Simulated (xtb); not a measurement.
xtb input (GFN1-xTB):

```bash
xtb mol.xyz --gfn 1 --opt tight --chrg 0 --uhf 0
```
mol.xyz:
```
13

C      2.37670206    -0.18829342     0.16092664
C      1.05012325    -0.33861523     0.17863957
C      0.11737306     0.67394466    -0.27970893
C     -1.21880811     0.58815622    -0.28949546
C     -2.06072487    -0.56035954     0.16512351
H      3.04138884    -0.96627312     0.51130380
H      2.83644393     0.72204222    -0.20654446
H      0.63861631    -1.26826439     0.55589908
H      0.56935984     1.58966058    -0.64971164
H     -1.76985071     1.44349385    -0.66853726
H     -2.74261467    -0.24588182     0.96087039
H     -2.68713170    -0.92581334    -0.65410846
H     -1.47420414    -1.39796017     0.53791661
```

Output:

```
           -------------------------------------------------
          |                Calculation Setup                |
           -------------------------------------------------

           -------------------------------------------------
          |                 G F N 1 - x T B                 |
           -------------------------------------------------

        Reference                      10.1021/acs.jctc.7b00118
      * Hamiltonian:
        H0-scaling (s, p, d)           1.850000    2.250000    2.000000
        zeta-weighting                 0.000000
      * Dispersion:
        s8                             2.400000
        a1                             0.630000
        a2                             5.000000
        s9                             0.000000
      * Repulsion:
        kExp                           1.500000
        rExp                           1.000000
      * Coulomb:
        alpha                          2.000000
        third order                    atomic
        anisotropic                    false
      * Halogen bond correction:
        rad-scale                      1.300000
        damping                        0.440000

          ...................................................
          :                      SETUP                      :
          :.................................................:
          :  # basis functions                  36          :
          :  # atomic orbitals                  36          :
          :  # shells                           26          :
          :  # electrons                        28          :
          :  # halogen bonds                     0          :
          :  max. iterations                   250          :
          :  Hamiltonian                  GFN1-xTB          :
          :  restarted?                      false          :
          :  GBSA solvation                  false          :
          :  PC potential                    false          :
          :  electronic temp.          300.0000000     K    :
          :  accuracy                    1.0000000          :
          :  -> integral cutoff          0.2500000E+02      :
          :  -> integral neglect         0.1000000E-07      :
          :  -> SCF convergence          0.1000000E-05 Eh   :
          :  -> wf. convergence          0.2000000E-04 e    :
          :  Broyden damping             0.4000000          :
          :  net charge                          0          :
          :  unpaired electrons                  0          :
          ...................................................

 iter      E             dE          RMSdq      gap      omega  full diag
   1    -15.0658142 -0.150658E+02  0.859E+00    3.64       0.0  T
   2    -15.0862795 -0.204653E-01  0.518E+00    3.62       1.0  T
   3    -15.0848985  0.138098E-02  0.818E-01    3.61       1.0  T
   4    -15.0883668 -0.346826E-02  0.198E-01    3.61       1.0  T
   5    -15.0885964 -0.229589E-03  0.302E-02    3.61       1.0  T
   6    -15.0886042 -0.784185E-05  0.415E-03    3.61       6.7  T
   7    -15.0886043 -0.937687E-07  0.607E-04    3.61      45.7  T
[...]
         9        2.0000           -0.5114743             -13.9179
        10        2.0000           -0.4980706             -13.5532
        11        2.0000           -0.4885214             -13.2933
        12        2.0000           -0.4747326             -12.9181
        13        2.0000           -0.4635152             -12.6129
        14        2.0000           -0.4116521             -11.2016 (HOMO)
        15                         -0.2776448              -7.5551 (LUMO)
        16                         -0.1776880              -4.8351
        17                         -0.1356877              -3.6923
        18                         -0.1088549              -2.9621
        19                         -0.1048178              -2.8522
        20                         -0.0834620              -2.2711
        21                         -0.0805009              -2.1905
        22                         -0.0650056              -1.7689
        23                         -0.0455321              -1.2390
        24                         -0.0352340              -0.9588
        25                          0.1210578               3.2941
       ...                                ...                  ...
        36                          0.6512613              17.7217
      -------------------------------------------------------------
                  HL-Gap            0.1340073 Eh            3.6465 eV
             Fermi-level           -0.3446484 Eh           -9.3784 eV

  Mulliken/CM5 charges         n(s)   n(p)   n(d)
     1C    -0.07773 -0.18025   1.048  3.030  0.000
     2C    -0.01828 -0.07854   1.060  2.958  0.000
     3C    -0.04611 -0.10371   1.058  2.988  0.000
     4C    -0.02428 -0.08791   1.068  2.956  0.000
     5C    -0.08280 -0.22969   1.003  3.080  0.000
     6H     0.03007  0.08282   0.970  0.000  0.000
     7H     0.02968  0.08298   0.970  0.000  0.000
     8H     0.02518  0.08209   0.975  0.000  0.000
     9H     0.02811  0.08480   0.972  0.000  0.000
    10H     0.02605  0.08156   0.974  0.000  0.000
    11H     0.03816  0.08957   0.962  0.000  0.000
    12H     0.03816  0.08957   0.962  0.000  0.000
    13H     0.03380  0.08671   0.966  0.000  0.000

Wiberg/Mayer (AO) data.
largest (>0.10) Wiberg bond orders for each atom

 ---------------------------------------------------------------------------
     #   Z sym  total        # sym  WBO       # sym  WBO       # sym  WBO
 ---------------------------------------------------------------------------
     1   6 C    3.997 --     2 C    1.885     6 H    0.981     7 H    0.979
                             4 C    0.135
     2   6 C    3.996 --     1 C    1.885     3 C    1.121     8 H    0.967
     3   6 C    3.994 --     4 C    1.836     2 C    1.121     9 H    0.969
     4   6 C    3.994 --     3 C    1.836     5 C    1.038    10 H    0.973
                             1 C    0.135
     5   6 C    3.997 --     4 C    1.038    13 H    0.981    12 H    0.971
                            11 H    0.971
     6   1 H    1.006 --     1 C    0.981
     7   1 H    1.004 --     1 C    0.979
     8   1 H    1.005 --     2 C    0.967
     9   1 H    1.003 --     3 C    0.969
    10   1 H    1.004 --     4 C    0.973
    11   1 H    1.007 --     5 C    0.971
    12   1 H    1.007 --     5 C    0.971
    13   1 H    1.006 --     5 C    0.981
 ---------------------------------------------------------------------------

Topologies differ in total number of bonds
Writing topology from bond orders to xtbtopo.mol

 dipole moment from electron density (au)
     X       Y       Z
  -0.2331  -0.0449   0.0109  total (Debye):    0.604

           -------------------------------------------------
          |                Geometry Summary                 |
           -------------------------------------------------

      molecular mass/u    :       68.1172055
   center of mass at/Å    :        0.0214454       0.0140953      -0.0051976
  moments of inertia/u·Å² :        0.3167452E+02   0.1890534E+03   0.2175996E+03
rotational constants/cm⁻¹ :        0.5322143E+00   0.8916861E-01   0.7747088E-01

 * 10 selected distances

     #   Z          #   Z                                           value/Å
     1   6 C        2   6 C                                       1.3324949
     3   6 C        4   6 C                                       1.3365902 (max)
     1   6 C        6   1 H                                       1.0813858 (min)
     1   6 C        7   1 H                                       1.0826529
     2   6 C        8   1 H                                       1.0863523
     3   6 C        9   1 H                                       1.0878964
Note: The following floating-point exceptions are signalling: IEEE_DENORMAL
normal termination of xtb
     4   6 C       10   1 H                                       1.0872043
     5   6 C       11   1 H                                       1.0924915
     5   6 C       12   1 H                                       1.0924915
     5   6 C       13   1 H                                       1.0891307

 * 2 distinct bonds (by element types)

   Z      Z             #   av. dist./Å        max./Å        min./Å
   1 H    6 C           8     1.0874507     1.0924915     1.0813858
   6 C    6 C           2     1.3345425     1.3365902     1.3324949

optimized geometry written to: xtbopt.xyz

           -------------------------------------------------
          | TOTAL ENERGY              -14.830274295337 Eh   |
          | GRADIENT NORM               0.000084526616 Eh/α |
          | HOMO-LUMO GAP               3.646524415050 eV   |
           -------------------------------------------------

------------------------------------------------------------------------
------------------------------------------------------------------------
 total:
 SCF:
 ANC optimizer:
```
